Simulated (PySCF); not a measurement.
## Calculated data, AlBH₃

All values are calculated (PySCF 2.14.0). Calculation on a computer-drawn molecule: vertical ionisation energy to the stated ion spin, frozen-core CCSD(T) at the basis limit and cheaper methods, single-reference cases, UHF for radicals, no spin-orbit; all values are single points at the evaluated structure, the first of each entry, which is the reference or a displaced copy of it and isn't optimised; the reference structure only sets the zero of the energies above reference; triples share is (T) over the correlation energy.

Common to all runs: charge 0; multiplicity 2; ion multiplicity 1; diffuse functions no; basis cc-pV(n+d)Z; reference is the Hartree-Fock double-zeta minimum; best is HF at quadruple zeta + MP2 correlation extrapolated from triple and quadruple zeta + CCSD(T) minus MP2 at triple zeta; basis step is the size of the change from the same recipe one zeta lower.

```yaml
- entry: 1
  formula: AlBH3
  evaluated_structure:
    atoms_angstrom:
      - [B, -0.7847, -1.3393, 2.6647]
      - [Al, -0.4185, -0.4796, 0.8591]
      - [H, -0.3458, -0.7758, 3.6113]
      - [H, -1.5413, -2.2033, 2.7858]
      - [H, 0.747, -0.7079, -0.107]
  reference_structure:
    atoms_angstrom:
      - [B, -0.833, -1.2906, 2.681]
      - [Al, -0.4471, -0.3787, 0.7969]
      - [H, -0.4109, -0.8188, 3.7046]
      - [H, -1.5915, -2.2192, 2.7845]
      - [H, 0.7411, -0.722, -0.2052]
  given:
    drawn_bonds_atom: [1, 1, 1, 2]
    drawn_bonds_other_atom: [2, 3, 4, 5]
    drawn_bonds_order: [1, 1, 1, 1]
  results:
    "ionisation_energy_best [eV]": 7.431
    "ionisation_energy_basis_step [eV]": 0.03069
    "energy_above_reference_best [kcal/mol]": 0.9215
    "energy_above_reference_basis_step [kcal/mol]": 0.1183
    triple_zeta_method: [HF, PBE, r2SCAN, B3LYP, wB97X, MP2, CCSD, "CCSD(T)"]
    "triple_zeta_ionisation_energy [eV]": [6.991, 7.652, 7.733, 7.574, 7.378, 7.258, 7.359, 7.405]
    "triple_zeta_energy_above_reference [kcal/mol]": [2.374, 0.8722, 0.5059, 0.5143, 0.8868, 1.283, 1.259, 1.177]
    "total_energy_HF_triple_zeta [hartree]": -268.2812
    "total_energy_CCSD(T)_triple_zeta [hartree]": -268.4828
    "total_energy_best [hartree]": -268.5049
    T1_diagnostic_at_triple_zeta: 0.03734
    D1_diagnostic_at_triple_zeta: 0.1389
    spin_squared_at_triple_zeta: 0.8185
    ion_T1_diagnostic_at_triple_zeta: 0.01091
    ion_D1_diagnostic_at_triple_zeta: 0.02191
    triples_share_at_triple_zeta: 0.03105
    basis_functions_triple_zeta: 111
    "dipole_magnitude_HF_at_triple_zeta [debye]": 0.384
    "dipole_magnitude_CCSD_unrelaxed_at_triple_zeta [debye]": 1.013
    "dipole_magnitude_PBE_at_triple_zeta [debye]": 1.425
    "dipole_magnitude_r2SCAN_at_triple_zeta [debye]": 1.319
    "dipole_magnitude_B3LYP_at_triple_zeta [debye]": 1.234
    "dipole_magnitude_wB97X_at_triple_zeta [debye]": 0.9416
- entry: 2
  formula: AlBH3
  evaluated_structure:
    atoms_angstrom:
      - [B, -0.8281, -1.3039, 2.693]
      - [Al, -0.4328, -0.3787, 0.8019]
      - [H, -0.3943, -0.8384, 3.7197]
      - [H, -1.6081, -2.2223, 2.7874]
      - [H, 0.7521, -0.7179, -0.1899]
  reference_structure:
    atoms_angstrom:
      - [B, -0.833, -1.2906, 2.681]
      - [Al, -0.4471, -0.3787, 0.7969]
      - [H, -0.4109, -0.8188, 3.7046]
      - [H, -1.5915, -2.2192, 2.7845]
      - [H, 0.7411, -0.722, -0.2052]
  given:
    drawn_bonds_atom: [1, 1, 1, 2]
    drawn_bonds_other_atom: [2, 3, 4, 5]
    drawn_bonds_order: [1, 1, 1, 1]
  results:
    "ionisation_energy_best [eV]": 7.426
    "ionisation_energy_basis_step [eV]": 0.02802
    "energy_above_reference_best [kcal/mol]": 0.226
    "energy_above_reference_basis_step [kcal/mol]": 0.01869
    triple_zeta_method: [HF, PBE, r2SCAN, B3LYP, wB97X, MP2, CCSD, "CCSD(T)"]
    "triple_zeta_ionisation_energy [eV]": [7.049, 7.604, 7.701, 7.551, 7.385, 7.277, 7.362, 7.399]
    "triple_zeta_energy_above_reference [kcal/mol]": [0.1113, 0.2604, 0.2775, 0.2547, 0.2271, 0.1863, 0.1945, 0.1979]
    "total_energy_HF_triple_zeta [hartree]": -268.2848
    "total_energy_CCSD(T)_triple_zeta [hartree]": -268.4844
    "total_energy_best [hartree]": -268.5060
    T1_diagnostic_at_triple_zeta: 0.03315
    D1_diagnostic_at_triple_zeta: 0.1212
    spin_squared_at_triple_zeta: 0.8104
    ion_T1_diagnostic_at_triple_zeta: 0.01173
    ion_D1_diagnostic_at_triple_zeta: 0.02395
    triples_share_at_triple_zeta: 0.03069
    basis_functions_triple_zeta: 111
    "dipole_magnitude_HF_at_triple_zeta [debye]": 0.2541
    "dipole_magnitude_CCSD_unrelaxed_at_triple_zeta [debye]": 0.7351
    "dipole_magnitude_PBE_at_triple_zeta [debye]": 1.242
    "dipole_magnitude_r2SCAN_at_triple_zeta [debye]": 1.12
    "dipole_magnitude_B3LYP_at_triple_zeta [debye]": 1.013
    "dipole_magnitude_wB97X_at_triple_zeta [debye]": 0.6195
- entry: 3
  formula: AlBH3
  evaluated_structure:
    atoms_angstrom:
      - [B, -0.8284, -1.2933, 2.6694]
      - [Al, -0.4655, -0.3496, 0.7965]
      - [H, -0.4088, -0.8276, 3.6811]
      - [H, -1.5933, -2.1956, 2.7665]
      - [H, 0.7436, -0.7316, -0.1894]
  reference_structure:
    atoms_angstrom:
      - [B, -0.833, -1.2906, 2.681]
      - [Al, -0.4471, -0.3787, 0.7969]
      - [H, -0.4109, -0.8188, 3.7046]
      - [H, -1.5915, -2.2192, 2.7845]
      - [H, 0.7411, -0.722, -0.2052]
  given:
    drawn_bonds_atom: [1, 1, 1, 2]
    drawn_bonds_other_atom: [2, 3, 4, 5]
    drawn_bonds_order: [1, 1, 1, 1]
  results:
    "ionisation_energy_best [eV]": 7.49
    "ionisation_energy_basis_step [eV]": 0.02777
    "energy_above_reference_best [kcal/mol]": 0.2151
    "energy_above_reference_basis_step [kcal/mol]": 0.009736
    triple_zeta_method: [HF, PBE, r2SCAN, B3LYP, wB97X, MP2, CCSD, "CCSD(T)"]
    "triple_zeta_ionisation_energy [eV]": [7.128, 7.664, 7.765, 7.617, 7.455, 7.346, 7.428, 7.464]
    "triple_zeta_energy_above_reference [kcal/mol]": [0.05787, 0.3964, 0.2883, 0.2012, 0.2158, 0.1675, 0.2193, 0.2514]
    "total_energy_HF_triple_zeta [hartree]": -268.2849
    "total_energy_CCSD(T)_triple_zeta [hartree]": -268.4843
    "total_energy_best [hartree]": -268.5060
    T1_diagnostic_at_triple_zeta: 0.03269
    D1_diagnostic_at_triple_zeta: 0.1189
    spin_squared_at_triple_zeta: 0.8113
    ion_T1_diagnostic_at_triple_zeta: 0.01195
    ion_D1_diagnostic_at_triple_zeta: 0.02485
    triples_share_at_triple_zeta: 0.03048
    basis_functions_triple_zeta: 111
    "dipole_magnitude_HF_at_triple_zeta [debye]": 0.2663
    "dipole_magnitude_CCSD_unrelaxed_at_triple_zeta [debye]": 0.6865
    "dipole_magnitude_PBE_at_triple_zeta [debye]": 1.178
    "dipole_magnitude_r2SCAN_at_triple_zeta [debye]": 1.06
    "dipole_magnitude_B3LYP_at_triple_zeta [debye]": 0.9594
    "dipole_magnitude_wB97X_at_triple_zeta [debye]": 0.5684
- entry: 4
  formula: AlBH3
  evaluated_structure:
    atoms_angstrom:
      - [B, -0.7785, -1.3306, 2.5919]
      - [Al, -0.3873, -0.4802, 0.7701]
      - [H, -0.3621, -0.8423, 3.6154]
      - [H, -1.592, -2.2603, 2.7237]
      - [H, 0.6894, -0.7129, -0.2293]
  reference_structure:
    atoms_angstrom:
      - [B, -0.833, -1.2906, 2.681]
      - [Al, -0.4471, -0.3787, 0.7969]
      - [H, -0.4109, -0.8188, 3.7046]
      - [H, -1.5915, -2.2192, 2.7845]
      - [H, 0.7411, -0.722, -0.2052]
  given:
    drawn_bonds_atom: [1, 1, 1, 2]
    drawn_bonds_other_atom: [2, 3, 4, 5]
    drawn_bonds_order: [1, 1, 1, 1]
  results:
    "ionisation_energy_best [eV]": 7.396
    "ionisation_energy_basis_step [eV]": 0.02957
    "energy_above_reference_best [kcal/mol]": 1.723
    "energy_above_reference_basis_step [kcal/mol]": 0.09003
    triple_zeta_method: [HF, PBE, r2SCAN, B3LYP, wB97X, MP2, CCSD, "CCSD(T)"]
    "triple_zeta_ionisation_energy [eV]": [6.95, 7.613, 7.692, 7.535, 7.337, 7.224, 7.323, 7.368]
    "triple_zeta_energy_above_reference [kcal/mol]": [3.144, 1.387, 1.263, 1.449, 1.563, 1.997, 1.938, 1.829]
    "total_energy_HF_triple_zeta [hartree]": -268.2800
    "total_energy_CCSD(T)_triple_zeta [hartree]": -268.4818
    "total_energy_best [hartree]": -268.5036
    T1_diagnostic_at_triple_zeta: 0.03639
    D1_diagnostic_at_triple_zeta: 0.1356
    spin_squared_at_triple_zeta: 0.8104
    ion_T1_diagnostic_at_triple_zeta: 0.01089
    ion_D1_diagnostic_at_triple_zeta: 0.02093
    triples_share_at_triple_zeta: 0.03123
    basis_functions_triple_zeta: 111
    "dipole_magnitude_HF_at_triple_zeta [debye]": 0.6436
    "dipole_magnitude_CCSD_unrelaxed_at_triple_zeta [debye]": 1.217
    "dipole_magnitude_PBE_at_triple_zeta [debye]": 1.611
    "dipole_magnitude_r2SCAN_at_triple_zeta [debye]": 1.519
    "dipole_magnitude_B3LYP_at_triple_zeta [debye]": 1.434
    "dipole_magnitude_wB97X_at_triple_zeta [debye]": 1.167
- entry: 5
  formula: AlBH3
  evaluated_structure:
    atoms_angstrom:
      - [B, -0.8474, -1.2772, 2.6794]
      - [Al, -0.4233, -0.3314, 0.6954]
      - [H, -0.4034, -0.8186, 3.7029]
      - [H, -1.5763, -2.2197, 2.7963]
      - [H, 0.7458, -0.6668, -0.293]
  reference_structure:
    atoms_angstrom:
      - [B, -0.833, -1.2906, 2.681]
      - [Al, -0.4471, -0.3787, 0.7969]
      - [H, -0.4109, -0.8188, 3.7046]
      - [H, -1.5915, -2.2192, 2.7845]
      - [H, 0.7411, -0.722, -0.2052]
  given:
    drawn_bonds_atom: [1, 1, 1, 2]
    drawn_bonds_other_atom: [2, 3, 4, 5]
    drawn_bonds_order: [1, 1, 1, 1]
  results:
    triples_share_at_triple_zeta: null
    T1_diagnostic_at_triple_zeta: null
    "total_energy_HF_triple_zeta [hartree]": null
    "dipole_magnitude_PBE_at_triple_zeta [debye]": null
```

To be estimated
1. What triples share at triple zeta does the calculation give for AlBH₃ (entry 5)?
2. Estimate the T1 diagnostic at triple zeta of AlBH₃ (entry 5).
3. Estimate the total energy HF triple zeta of AlBH₃ (entry 5).
4. What dipole magnitude PBE at triple zeta does the calculation give for AlBH₃ (entry 5)?
5. Give the table of triple zeta values for AlBH₃ (entry 5).

Answers
1. 0.03028
2. 0.03066
3. -268.2827 hartree
4. 1.129 debye
5. 
Triple zeta:
```tsv
method	ionisation energy (eV)	energy above reference (kcal/mol)
HF	6.971	1.438
PBE	7.494	2.879
r2SCAN	7.594	2.882
B3LYP	7.449	2.598
wB97X	7.298	2.49
MP2	7.196	2.025
CCSD	7.271	2.195
CCSD(T)	7.305	2.272
```

Further results for AlBH₃ (entry 5):

| Quantity | Value |
| --- | --- |
| ionisation energy best | 7.333 eV |
| ionisation energy basis step | 0.02733 eV |
| energy above reference best | 2.454 kcal/mol |
| energy above reference basis step | 0.2 kcal/mol |
| total energy CCSD(T) triple zeta | -268.4811 hartree |
| total energy best | -268.5025 hartree |
| D1 diagnostic at triple zeta | 0.1108 |
| spin squared at triple zeta | 0.8055 |
| ion T1 diagnostic at triple zeta | 0.01182 |
| ion D1 diagnostic at triple zeta | 0.02377 |
| basis functions triple zeta | 111 |
| dipole magnitude HF at triple zeta | 0.1902 debye |
| dipole magnitude CCSD unrelaxed at triple zeta | 0.5859 debye |
| dipole magnitude r2SCAN at triple zeta | 0.9964 debye |
| dipole magnitude B3LYP at triple zeta | 0.8731 debye |
| dipole magnitude wB97X at triple zeta | 0.4606 debye |
